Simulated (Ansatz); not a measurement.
Consider the cleavage of the Si–Si bond: `O[SiH](O)[SiH2][SiH3]` + `C=CCO` → `C=CCO[SiH3]` + `O[SiH](O)[SiH3]`.

Isolated molecules relaxed with PBE0-D4/def2-TZVP in Ansatz; ΔE leaves out vibrations. CCSD(T)/CBS adds triple-zeta CCSD(T) − MP2 to the extrapolated MP2 energy (def2 sets, frozen cores). This one scheme is used for every species. One conformer a species, not always the lowest.

| level | ΔE (eV) |
| --- | --- |
| MP2/def2-TZVPP | -0.83 |
| CCSD/CBS(def2) | -0.79 |

(1) What does CCSD(T)/CBS give? (Best estimate.)

Largest T1 diagnostic among the species: 0.013.

Results:

(1) Computed: -0.76 eV. The listed levels differ from it by -0.07, -0.03 eV.

In def2-TZVPP, CCSD(T) changes the Hartree–Fock value by +0.26 eV (the triples alone add +0.04 eV) and MP2 by +0.19 eV. From PBE to PBE0 (25 % exact exchange), in def2-TZVPP and without D4, ΔE moves by −0.06 eV.
